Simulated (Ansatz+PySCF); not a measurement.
## singlet BeO: levels of theory in one basis

```yaml
atoms:
  - { symbol: Be, position_ang: [0.0000, 0.0000, -1.3385] }
  - { symbol: O, position_ang: [0.0000, 0.0000, 0.6692] }
```

Basis set: cc-pVDZ (spherical functions). Left uncorrelated: 1 orbital. Charge 0, multiplicity 1.

Computed with Ansatz (development build ahead of 0.2.0); each method stands on the lowest determinant of its kind that the runs found. NEVPT2 correlates all electrons. Active spaces start from the frontier orbitals, and the lowest solution found is given.

```json
{"method": "RHF", "E − E(RHF) (eV)": "0.00", "<S²> of the determinant": "0.00"}
{"method": "UHF", "E − E(RHF) (eV)": "-2.96", "<S²> of the determinant": "1.01"}
{"method": "UHF-MP2", "E − E(RHF) (eV)": "-7.49", "<S²> of the determinant": "1.01"}
{"method": "RHF-CCSD", "E − E(RHF) (eV)": "-7.04", "<S²> of the determinant": "–"}
{"method": "RHF-CCSD(T)", "E − E(RHF) (eV)": "-7.54", "<S²> of the determinant": "–"}
{"method": "UHF-CCSD(T)", "E − E(RHF) (eV)": "-8.04", "<S²> of the determinant": "1.01"}
{"method": "RHF-CCSDT(Q)", "E − E(RHF) (eV)": "-7.70", "<S²> of the determinant": "–"}
{"method": "UHF-CCSDT(Q)", "E − E(RHF) (eV)": "-8.21", "<S²> of the determinant": "1.01"}
{"method": "CASSCF(8,8)", "E − E(RHF) (eV)": "-5.16", "<S²> of the determinant": "–"}
{"method": "CASSCF(2,2)", "E − E(RHF) (eV)": "-2.82", "<S²> of the determinant": "–"}
{"method": "SC-NEVPT2(2,2)", "E − E(RHF) (eV)": "-7.46", "<S²> of the determinant": "–"}
{"method": "SC-NEVPT2(8,8)", "E − E(RHF) (eV)": "-7.44", "<S²> of the determinant": "–"}
```

What does RHF-MP2 give on the same scale?

-5.87 eV.

Is a single determinant a sound starting point here?

It is doubtful. Unrestricted orbitals lower Hartree–Fock by 2.96 eV and <S²> is 1.01 where a pure state has 0.00, a sign of strong static correlation. The CASSCF(8,8) natural occupations are 1.99, 1.97, 1.96, 1.00, 1.00, 0.04, 0.03, 0.01. The CASSCF(2,2) natural occupations are 1.00, 1.00.

Caution for RHF, RHF-MP2, RHF-CCSD, RHF-CCSD(T), RHF-CCSDT(Q): an unrestricted determinant lies well below. Caution for UHF, UHF-MP2, UHF-CCSD(T), UHF-CCSDT(Q): the unrestricted determinant is a mixture of spin states; the determinant breaks the point group. Caution for RHF-MP2, RHF-CCSD, RHF-CCSD(T), RHF-CCSDT(Q): large amplitudes, a single reference is doubtful. Caution for RHF-CCSD(T), RHF-CCSDT(Q), UHF-CCSDT(Q): the amplitudes may be one of several solutions. Caution for UHF-CCSD(T): the program doubts this total. Caution for CASSCF(8,8), CASSCF(2,2): other starts end on other solutions of this active space.
